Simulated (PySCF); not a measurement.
This PySCF input asks for the NMR shieldings of `CS[BH-]([NH3+])SC`, C2H10BNS2; the geometry comes from GFN2-xTB.

```python
import basis_set_exchange as bse
import numpy as np
from pyscf import gto, dft
from pyscf.prop import nmr

atoms = """
C     2.012020    0.845984    0.300972
S     1.057435    0.280310   -1.152418
B    -0.351617   -0.689598   -0.330578
N     0.351196   -2.033853    0.283235
S    -1.140951    0.124000    1.212604
C    -2.084780    1.434497    0.390366
H     2.786927    0.121058    0.541214
H     1.332766    0.980223    1.139051
H     2.471608    1.792447    0.037705
H    -1.153559   -0.999251   -1.138612
H     0.890770   -2.500142   -0.444315
H    -0.355353   -2.659661    0.664944
H     0.973096   -1.740649    1.035971
H    -2.833061    0.980198   -0.253455
H    -1.404319    2.045882   -0.196017
H    -2.559777    2.027500    1.165403
"""
names = dict.fromkeys(["C", "S", "B", "N", "H"], "pcSseg-1")
basis = {el: gto.basis.parse(bse.get_basis(n, elements=[el], fmt="nwchem")) for el, n in names.items()}
mol = gto.M(atom=atoms, basis=basis, charge=0, verbose=0)
mf = dft.RKS(mol, xc="PBE0")
mf.grids.level = 2
mf.grids.alignment = dft.numint.BLKSIZE   # the property module wants whole blocks of grid points
mf.conv_tol = 1e-9
mf.kernel()

calc = nmr.RKS(mf)   # GIAO
C = mf.mo_coeff
Co = C[:, mf.mo_occ > 0]
resp = mf.gen_response(singlet=True, hermi=2)
def vind(x):   # induced exchange potential for any number of trial vectors
    d = np.einsum("pi,xij,qj->xpq", C, 2 * x.reshape(-1, C.shape[1], Co.shape[1]), Co, optimize=True)
    return np.einsum("xpq,pi,qj->xij", resp(d - d.transpose(0, 2, 1)), C, Co, optimize=True).ravel()
mo1, _ = nmr.rhf.solve_mo1(calc, with_cphf=vind)
sigma = calc.kernel(mo1)
for i, s in enumerate(sigma):   # ppm
    print("%2d %-2s %9.2f" % (i, mol.atom_pure_symbol(i), np.trace(s) / 3))
```

Task: What are the results?

Result: 
```
 0 C     177.20
 1 S     655.58
 2 B     106.45
 3 N     207.12
 4 S     702.51
 5 C     169.95
 6 H      30.33
 7 H      28.40
 8 H      29.86
 9 H      28.16
10 H      28.72
11 H      28.35
12 H      28.57
13 H      29.61
14 H      29.61
15 H      29.94
```

These numbers come from an equivalent density-fitted implementation of the same equations, which agrees with the script to about 0.01 ppm for H and up to a few tenths of a ppm for heavy atoms, so last digits may differ.

Size and cost of the density-fitted run: 166 basis functions, 20 s wall time on 1 thread of an Arm Neoverse V2, shared host; peak memory 0.75 GiB.
